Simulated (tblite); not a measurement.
A tight-binding relaxation on `C[Se]c1cccc(-c2c(C)cccc2F)c1C`.

Computed with GFN2-xTB geometry optimisation, gas phase (tblite 0.8.0). Start geometry: from a force field or distance geometry. The input is one job of a driver script: a line of settings, then coordinates in Å.

Input:
```
{"job": {"kind": "relax", "xc": "GFN2-xTB", "basis": "xTB"}, "charge": 0, "multiplicity": 1}
C      4.856100     0.308900    -0.102600
Se     3.637400    -0.527700     1.170300
C      2.076200    -0.977800     0.164000
C      2.219600    -1.853400    -0.894300
C      1.094300    -2.180800    -1.609400
C     -0.128700    -1.618600    -1.295400
C     -0.262600    -0.722200    -0.238700
C     -1.583600    -0.167500     0.051000
C     -1.985800     1.009800    -0.568700
C     -1.125000     1.752900    -1.511100
C     -3.254000     1.505600    -0.282500
C     -4.115500     0.868500     0.589200
C     -3.691600    -0.295000     1.190200
C     -2.438000    -0.840500     0.930100
F     -2.010800    -1.979400     1.509200
C      0.854500    -0.401500     0.512600
C      0.764100     0.557200     1.653800
H      4.346100     0.432100    -1.096900
H      5.679200    -0.392500    -0.272000
H      5.135100     1.280000     0.318400
H      3.196400    -2.246500    -1.069500
H      1.204900    -2.880900    -2.450200
H     -0.963200    -1.897900    -1.889500
H     -0.587200     2.498600    -0.869000
H     -1.809300     2.372800    -2.161800
H     -0.445800     1.134500    -2.090500
H     -3.581800     2.417700    -0.738800
H     -5.104200     1.252400     0.825400
H     -4.341700    -0.827200     1.873200
H      1.586100     0.298500     2.361100
H     -0.228000     0.552800     2.123600
H      0.991500     1.598800     1.286800
```

Output:
```
step      E/eV     max force
  0   -1296.59691    1.787
  1   -1296.78978    0.754
  2   -1296.86641    0.548
  3   -1296.91304    0.350
  4   -1296.93651    0.253
  5   -1296.94805    0.242
  6   -1296.95725    0.229
  7   -1296.96563    0.220
  8   -1296.97292    0.170
  9   -1296.97832    0.150
... (192 lines left out)
202   -1297.16724    0.020
203   -1297.16734    0.018
204   -1297.16743    0.020
205   -1297.16751    0.021
206   -1297.16761    0.016
207   -1297.16769    0.015
208   -1297.16775    0.014
209   -1297.16779    0.014
210   -1297.16781    0.011
211   -1297.16783    0.009
```

«max force» is the largest atomic force in eV/Å.

Q: From which step on does the largest force stay under 0.1 eV/Å, and how much energy is left to gain from there?

A: From step 126 (0.081 eV/Å), 16.2 meV above the end.

Main results: energy lowered by 13.2 kcal/mol over 211 steps; largest atomic force 0.009 eV/Å at the end.

Hardware: one thread of an Arm Neoverse V1 (shared host). Cost: 4.1 s of wall time.
Labels such as C1 count atoms from 1, the log's own numbers from 0.
